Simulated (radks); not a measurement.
Effect of the nuclear size on neutral arsenic, [Ar] 3d10 4s2 4p3. Method: Dirac Kohn-Sham, BLYP, spin-unpolarised, spherical densities, finite nucleus; open shells are shared between the two j in proportion to 2j + 1; Fermi nuclear charge, rms radius 4.0968 fm; computed with a radial shooting solver on a logarithmic mesh with Libxc functionals. The rms radius is varied about that value; shifts are against it.

rms radius (fm)	total energy shift (eV)	density at nucleus (e/bohr^3)	1s1/2 shift (meV)	2s1/2 shift (meV)	3s1/2 shift (meV)	3p1/2 shift (meV)
3.6093	-0.0889	3.588e+04	-37.7	-3.72	-0.564	0.055
3.7076	-0.0718	3.581e+04	-30.5	-3.00	-0.455	0.044
4.0968	0	3.557e+04	0.000	0.000	0.000	0.000
4.3016	0.0405	3.546e+04	17.2	1.69	0.257	-0.025
4.527	0.0871	3.533e+04	37.0	3.64	0.552	-0.054

Slopes of the eigenvalues against <r^2> in GHz/fm^2, as finite differences over the two radii next to the reference (eigenvalue slopes, not the field-shift constants of lines): 1s1/2 2420, 2s1/2 239, 3s1/2 36.2, 3p1/2 -3.51.
